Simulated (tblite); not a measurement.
C5H5S2 (doublet state).
Numbering: `[CH3:1][c:2]1[c:3][cH:4][c:5]([SH:6])[s:7]1` (hydrogens: H8, H9, H10 on C1; H11 on C4; H12 on S6)

A start from a force field or distance geometry was refined with GFN2-xTB geometry optimisation, gas phase in tblite. Values at the start:

```
coordinate    start
     C1–C2  1.471 Å
     C1–H8  1.090 Å
     C2–C3  1.386 Å
     C2–S7  1.717 Å
     C3–C4  1.405 Å
     C4–C5  1.372 Å
    C4–H11  1.089 Å
     C5–S6  1.746 Å
     C5–S7  1.712 Å
    S6–H12  1.339 Å
  C1–C2–C3   129.0°
  C1–C2–S7   120.7°
  C2–C3–C4   113.4°
  C2–S7–C5    92.3°
  C3–C2–S7   110.3°
  C3–C4–C5   112.1°
  C4–C5–S7   111.8°
  S6–C5–S7   121.9°
```

Problem. How do these coordinates change at the GFN2-xTB level?

Solution. 
| coordinate | GFN2-xTB (Å or °) | change |
| --- | --- | --- |
| C2–S7 | 1.796 | +0.079 |
| C2–C3 | 1.323 | -0.063 |
| C5–S7 | 1.747 | +0.035 |
| C4–H11 | 1.073 | -0.016 |
| C5–S6 | 1.758 | +0.012 |
| C1–C2 | 1.481 | +0.010 |
| C4–C5 | 1.364 | -0.008 |
| S6–H12 | 1.331 | -0.008 |
| C3–C4 | 1.399 | -0.006 |
| C1–H8 | 1.087 | -0.003 |
| C2–C3–C4 | 120.3 | +6.9 |
| C1–C2–C3 | 133.9 | +4.9 |
| C3–C2–S7 | 106.7 | -3.6 |
| C3–C4–C5 | 109.5 | -2.6 |
| C2–S7–C5 | 90.9 | -1.4 |
| C1–C2–S7 | 119.4 | -1.3 |
| S6–C5–S7 | 120.8 | -1.1 |
| C4–C5–S7 | 112.6 | +0.8 |

The energy falls by 4.0 kcal/mol over 19 L-BFGS steps, the largest force on an atom goes from 2.65 to 0.009 eV/Å, and the atoms move by 0.034 Å rms after alignment. The bond that changes most is C2–S7 (ends: carbon bonded to 2 C and S; sulfur bonded to 2 C), which lengthens by 0.079 Å. Bonds longer at the end by more than 0.005 Å: 4 of 12; shorter: 6. Rotational constants go from 5205, 1199, 980.7 to 5201, 1176, 964.9 MHz.

Hardware: one thread of an Arm Neoverse V2, shared host with 96 logical CPUs at a one-minute load of 33. Cost: under 0.1 s.

Its GFN2-xTB frequencies are all real (lowest 64 cm⁻¹). 2 starts were optimised and ended at 0.00 and 0.11 kcal/mol (GFN2-xTB); the lowest of these is shown.

The values belong to the conformer `[CH3:1][c:2]1[c:3][cH:4][c:5]([SH:6])[s:7]1`: H–S6–C5–C4 180°.

The numbers are calculated, not measured.
